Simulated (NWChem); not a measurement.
Species: ZrF3 cation; SMILES [F][Zr+]([F])[F]

Program: NWChem. Medium grid unless said otherwise, to which SCAN and Minnesota functionals are sensitive. Geometry: optimised at PBE0/def2-SVP. This spin state was assumed; another may lie lower. def2 effective core potentials on Zr; no spin-orbit coupling.

For level HCTH/407/def2-TZVP:

- highest occupied level (eV) = -16.51
- orbital gap (eV) = 5.82

Problem. Estimate the same quantities for level M06-2X/def2-TZVP.

Solution. 
| Property | Result |
|---|---|
| highest occupied level (eV) | -20.30 |
| orbital gap (eV) | 11.15 |
